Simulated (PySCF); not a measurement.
BF, SMILES [B]F (connectivity only; charge and spin as stated), charge +1, multiplicity 2. Atoms are numbered in the order given.

```xyz
2

B      0.0000     0.0000    -0.7794
F      0.0000     0.0000     0.4330
```
Charge +1, spin multiplicity 2.

Geometry: PBE0-D3(BJ)/def2-TZVPD.

The numbers are results of PBE/pcH-1 in PySCF, not measurements.

Unrestricted Kohn–Sham, ⟨S²⟩ = 0.754. Hyperfine tensors hold the contact and dipolar terms, without spin-orbit corrections.

Computed hyperfine couplings:
```json
[
 {"nucleus": "11B no. 1", "A(iso) (MHz)": "1724.2", "A(iso) (G)": "615.3", "dipolar principal values (MHz)": "-25.8, -25.8, 51.6"},
 {"nucleus": "19F no. 2", "A(iso) (MHz)": "284.1", "A(iso) (G)": "101.4", "dipolar principal values (MHz)": "-130.5, -130.5, 260.9"}
]
```
